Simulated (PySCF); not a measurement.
## Does the structure fit the spectrum?

A compound C5H6F3N3 gives the data below (simulated from a calculation) and was assigned the structure `Cc1nnc(C(F)(F)F)n1C`.

13C{1H} NMR (computed): δ 150.3 (C), 142.4 (C), 131.6 (C), 41.5 (CH3), 12.3 (CH3).

1H NMR (400 MHz, computed): δ 4.21 (s, 3H), 2.68 (s, 3H).

Calculated, not measured (PySCF): GIAO PBE0/pcSseg-1 shieldings, GFN2-xTB geometry. Rapidly exchanging positions averaged, in vacuum, no relativistic terms, one conformer.

Chemical shifts δ = σref − σ; 1H, 13C vs TMS, all at this level.

Task: Compare with the shifts computed for the proposed structure, pairing carbons in order of shift.

Result: Atoms are numbered as in `[CH3:1][c:2]1[n:3][n:4][c:5]([C:6]([F:7])([F:8])[F:9])[n:10]1[CH3:11]`. Hydrogens are named by the atom that carries them.

| atom | computed for proposal | given list | difference |
| --- | --- | --- | --- |
| C2 | 156.0 | 150.3 | +5.7 |
| C5 | 150.2 | 142.4 | +7.8 |
| C6 | 129.5 | 131.6 | -2.1 |
| C11 | 30.3 | 41.5 | -11.2 |
| C1 | 12.5 | 12.3 | +0.2 |

The rms difference is 6.7 ppm and the largest -11.2 ppm at C11 (methyl carbon bonded to N). The proposal doesn't fit.

Task: Which isomer fits?

Result: SMILES Cc1nn(C)nc1C(F)(F)F.

Carbon types of the structure: 3 × C, 2 × CH3, which accounts for all hydrogens. δC 150.3, 142.4: substituted aromatic carbon next to a ring nitrogen. δC 131.6: CF3 carbon; 3 electronegative neighbours deshield it. δH 4.21: hydrogen on a methyl carbon bonded to N; its carbon carries N, hence the downfield position. δH 2.68: hydrogen on a methyl carbon on an aromatic ring; benzylic-type position, deshielded by the ring.

Other isomers checked: Cc1cnnn1CC(F)(F)F (rms 6.7 ppm).

This is the structure that produced the data.

Splittings by 19F in the carbon and heteronuclear signals aren't shown, as no couplings were computed. Shifts are as computed. Against solution values, carbons near 30 ppm lie about +3 ppm off and those near 130 ppm about +5 ppm. Of 1211 compounds with measured shifts, 218 miss one by over three times the rms of a fit or turn the order of signals round; such compounds aren't used in these exercises. Multiplicities follow the n + 1 count of equivalent neighbours, as no J values were calculated; m marks all less simple cases, F and P coupling included.
